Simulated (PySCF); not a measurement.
GeH3, SMILES [GeH3+], charge +1. Atoms are numbered in the order given.

```xyz
4

Ge     0.0000     0.0000     0.0000
H      1.5243     0.0000     0.0000
H     -0.7622     1.3201     0.0000
H     -0.7622    -1.3201     0.0000
```
Charge +1, spin multiplicity 1.

The structure is a stationary point at B3LYP-D3(BJ)/def2-TZVPD.

Two levels are set side by side: PBE/pcSseg-2 (PySCF) and HF/pcSseg-2 (PySCF). GIAO shifts against GeH4 (⁷³Ge), TMS (¹H) at the same level; non-relativistic, no solvent, atoms listed together averaged. Differences are taken from unrounded values.

| quantity | HF |
|---|---|
| δ(⁷³Ge) of Ge1 (ppm) | 830.9 |
| δ(¹H) of H2, H3, H4 (ppm) | 8.59 |

Question: What does PBE give, and how far is it from HF? (The exact figures need the calculation; the answer reports its results.)

Answer: 
```
quantity                      PBE  PBE minus HF
-------------------------  ------  ------------
δ(⁷³Ge) of Ge1 (ppm)       1189.9         359.0
δ(¹H) of H2, H3, H4 (ppm)    9.68          1.10
```

Rough cost on one machine, each run with all the roots and properties that it gave: HF against PBE within a factor of 2.
